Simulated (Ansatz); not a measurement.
Molecule: ZrH4 (charge +1, doublet). The spin state was set by rule; other spins were not relaxed. 
Geometry from a B3LYP-D3(BJ)/def2-TZVP (Ansatz, a quantum-chemistry and plane-wave program) optimisation:
```
Zr
H 1 1.8040
H 1 1.8040 2 110.31
H 1 2.1422 2 84.28 3 81.72
H 4 0.7815 1 80.59 2 124.43
```
Charge +1, spin multiplicity 2.

Basis-set convergence of Hartree-Fock and CCSD correlation energies (hartree) with Ansatz. Valence correlation only, unless marked. UHF or UKS for open shells. Spin-orbit coupling is left out. The frozen core is the preceding noble-gas configuration, with the filled d and f shells of earlier blocks. In def2 rows, elements after Kr have scalar-relativistic effective core potentials.

| basis | functions | E(HF) | E(corr, CCSD) |
|---|---|---|---|
| def2-SVPD | 66 | -48.49427 | -0.12211 |
| def2-TZVPPD | 124 | ? | ? |

Problem. Some entries are withheld; supply them.

Solution. 
- def2-TZVPPD, E(HF): -48.51236
- def2-TZVPPD, E(corr, CCSD): -0.13721
